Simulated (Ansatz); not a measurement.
Relaxation of C4H11NSi (17 atoms, charge 0, multiplicity 1), to a largest force component of 0.015 eV/Å in at most 40 steps.

These are results of RKS PBE/6-31G* in Ansatz, not measurements.

```xyz
17
Properties=species:S:1:pos:R:3:forces:R:3
C -1.266 -1.609 -1.716 -2.95 3.16 0.42
C -1.002 -0.712 -0.542 -1.32 -0.57 -0.81
C 0.182 -0.494 -0.009 3.56 0.48 1.97
N 1.469 -1.060 -0.440 -2.75 0.68 -1.13
Si 0.368 0.687 1.494 -1.50 -0.09 -0.76
C 0.531 2.461 0.934 0.37 0.29 0.56
H -1.936 -2.390 -1.422 -0.70 -1.02 0.04
H -1.809 -0.952 -2.483 0.41 -0.92 0.48
H -0.424 -1.967 -2.169 2.69 -1.30 -1.41
H -1.871 -0.214 -0.094 -0.02 -0.01 -0.08
H 1.252 -1.924 -0.952 0.67 -0.09 0.15
H 2.113 -1.188 0.311 0.53 -0.39 0.78
H 1.518 0.310 2.273 1.07 -0.44 0.67
H -0.861 0.548 2.389 0.28 0.02 -0.23
H -0.346 2.741 0.362 -0.45 0.26 -0.35
H 1.420 2.606 0.320 0.27 -0.05 -0.38
H 0.642 3.157 1.784 -0.16 -0.01 0.07
```

Q: Where does it end, and by what steps?

A: The run converged. The force dipped under the threshold on the way, but the program's further checks kept it going. After 16 steps the energy has fallen by 0.505 eV; H11 moved furthest, 0.64 Å.

```tsv
step	energy less start (eV)	largest force component (eV/Å)	accepted
0	0.0000	3.561	yes
1	-0.4036	1.443	yes
2	-0.4634	0.198	yes
3	-0.4724	0.165	yes
4	-0.4800	0.105	yes
5	-0.4857	0.122	yes
6	-0.4903	0.129	yes
7	-0.4943	0.082	yes
8	-0.4979	0.066	yes
9	-0.4997	0.093	yes
10	-0.5009	0.132	yes
11	-0.5030	0.069	yes
12	-0.5033	0.096	yes
13	-0.5043	0.027	yes
14	-0.5046	0.012	yes
15	-0.5048	0.041	yes
16	-0.5049	0.012	yes
```

```xyz
17
Properties=species:S:1:pos:R:3
C -1.308 -1.764 -1.634
C -1.084 -0.876 -0.439
C 0.126 -0.441 0.012
N 1.348 -0.700 -0.643
Si 0.222 0.724 1.494
C 0.723 2.487 1.018
H -2.209 -2.388 -1.501
H -1.451 -1.188 -2.570
H -0.460 -2.455 -1.811
H -1.978 -0.531 0.093
H 1.301 -1.434 -1.355
H 2.130 -0.877 -0.009
H 1.251 0.179 2.457
H -1.114 0.711 2.179
H -0.036 2.948 0.364
H 1.681 2.482 0.472
H 0.840 3.122 1.914
```

Time of the run: 54 s on 2 threads of Arm Neoverse V1 (shared host), peak memory 0.17 GiB.
